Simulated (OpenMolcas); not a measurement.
# What dynamic correlation does to the levels of Mo2+

```yaml
Program: OpenMolcas 26.06
Basis: ANO-RCC-VTZP [7s6p4d2f1g]
Scalar_Hamiltonian: DKH2, point nucleus
Active_space: 10 electrons in 8 orbitals (RAS1 4p, at most 2 holes; RAS2 4d)
State_averaging: 2S+1 = 5 even, 5 roots; 2S+1 = 3 even, 45 roots; 2S+1 = 1 even, 50 roots
Spin-orbit_coupling: RASSI with atomic mean-field integrals over the reference wave functions, term energies averaged over their components
```

Methods on the same reference wave functions:
A. RASSCF
B. SS-RASPT2, IPEA 0.25 Eh, imaginary shift 0.1 Eh (closed shells correlated: 4s)
C. MS-RASPT2, IPEA 0.25 Eh, imaginary shift 0.1 Eh (closed shells correlated: 4s)

Energies in cm-1 above 4d4 5D0, the measured ground level; measured values from Sugar and Musgrove, J. Phys. Chem. Ref. Data 17, 155 (1988).

| Level | A | B | C | Measured |
| --- | --- | --- | --- | --- |
| 4d4 5D0 | 0.0 | 0.0 | 0.0 | 0.0 |
| 4d4 5D1 | 236 | 245 | 244 | 242 |
| 4d4 5D2 | 664 | 682 | 678 | 668 |
| 4d4 5D3 | 1234 | 1253 | 1248 | 1224 |
| 4d4 5D4 | 1910 | 1921 | 1917 | 1872 |
| 4d4 3P0(1) | 14350 | 12560 | 12530 | 11149 |
| 4d4 3P1(1) | 15659 | 13860 | 13800 | 12510 |
| 4d4 3H4 | 16775 | 13790 | 13780 | 12680 |
| 4d4 3H5 | 17379 | 14360 | 14350 | 13276 |
| 4d4 3P2(1) | 17629 | 15800 | 15710 |  |
| 4d4 3F2(1) | 17682 | 15460 | 15460 |  |
| 4d4 3F3(1) [74 %] | 17777 | 15400 | 15400 | 13948 |
| 4d4 3H6 | 17909 | 14870 | 14860 | 13811 |
| 4d4 3F4(1) | 18105 | 15750 | 15710 | 14296 |
| 4d4 3G3 [74 %] | 20393 | 17310 | 17280 | 15871 |
| 4d4 3G4 | 20857 | 17720 | 17690 | 16283 |
| 4d4 3G5 | 21321 | 18080 | 18070 | 16714 |
| 4d4 3D3 | 24775 | 21120 | 21110 | 19488 |
| 4d4 3D2 | 24868 | 21210 | 21220 | 19577 |
| 4d4 3D1 | 25169 | 21550 | 21550 |  |
| 4d4 1G4(1) | 25341 | 22390 | 22370 | 20612 |
| 4d4 1I6 | 25876 | 21110 | 21100 | 20290 |
| 4d4 1S0(1) | 27152 | 24880 | 24840 | 22990 |
| 4d4 1D2(1) | 29717 | 25250 | 25230 | 22806 |

Deviations, from unrounded energies. A percentage is the sum of absolute deviations over the sum of measured energies, with the sign that they share, or ± where signs differ.

```
                        Against measurement  Levels      A     B     C
             mean absolute deviation (cm-1)      20   3600  1200  1200
      fine structure of the ground term (%)       4   ±1.5  +2.4  +2.0
other terms of the ground configuration (%)      16  +27.0  +8.8  +8.7
```

B, C lie about equally close to measurement and A furthest from it. The largest miss of C in the table is 4d4 1D2(1), by +2400 cm-1. The ranking rests on the paired levels alone, and a cruder setting can come out closer through cancelling errors.

Between B and C the level of the table that moves most is 4d4 3P2(1), by 92 cm-1 (lowest in C, highest in B). Moves below CASPT2's spread within the term are not significant.

The mean deviations of B to C differ by less than CASPT2's widest spread within a term (1800 cm-1), so their order carries little weight.

From A to B the spin-free energies of the other terms of 4d4 shown, above 5D, scale by factors of 0.80 to 0.91, as is usual when dynamic correlation screens the repulsion within a d or f shell.

The lowest spin-free term lies below A's lowest term by 0.301 hartree in B, 0.301 hartree in C.

Term energies are means over components that CASPT2 splits; among the terms shown or strongly mixed into the levels shown the widest spread is 1800 cm-1 (4d4 1I, C). Active for correlation alone: 4p; no level in the range computed is led by a configuration that opens it, so any true level of that kind is missing. Without dynamic correlation excited terms often stand tens of per cent too high (terms of higher spin than the ground term too low), and those without a measured partner can miss by more than the paired ones (holds for A). Some levels mix across a computed gap that differs much from the measured one, so their mixing is not that of the real levels (holds for A). The CASPT2 spread within a term exceeds the gap to the next term for 4d4 3H and 4d4 3P(1), 4d4 1I and 4d4 3D, so the order of their levels is uncertain (holds for C). Measured partners are found by configuration, term and J. A level has none where our copy of the source lacks it or the pairing is in doubt (some pairs that miss far off the trend of their configuration count as doubtful), and it then counts in no deviation. Only configurations of the active space appear. The table leaves out levels that lie high or whose names do not pair safely across all columns.

A share in square brackets marks a mixed level and gives the weight of the term that names it, the lowest over the columns. A number in round brackets counts repeated terms of one configuration in the order of the reference energies.
